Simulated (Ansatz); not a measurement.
**GeH2Cl2 (dichlorogermane): methods side by side**

GeH2Cl2: 5 atoms, total charge 0, spin state singlet. As SMILES, `[Cl][GeH2][Cl]`. The shape was relaxed beforehand at wB97X-V/def2-SVP.

Quantity: the adiabatic ionisation energy (to the doublet cation, shapes relaxed at wB97X-V/def2-SVP, no zero-point term), in eV. The values are calculated.

```csv
level,kind,program,value (eV),CPU time (all runs)
HF/def2-TZVP,Hartree–Fock,Ansatz,10.22,27 s
PBE/def2-TZVP,GGA,Ansatz,10.98,27 s
B3LYP/def2-TZVP,global hybrid,Ansatz,11.24,47 s
wB97M-V/def2-TZVP,range-separated hybrid,Ansatz,11.35,1.8 min
MP2/def2-TZVP,perturbation theory,Ansatz,11.43,45 s
```

All-electron rows without a relativistic Hamiltonian named are non-relativistic. The values span 10.22 to 11.43 eV. In the correlated wave-function rows the outer d shell of Ge is correlated, in sets not made for it. CPU times are rough (shared hosts, several kinds of processor and program).
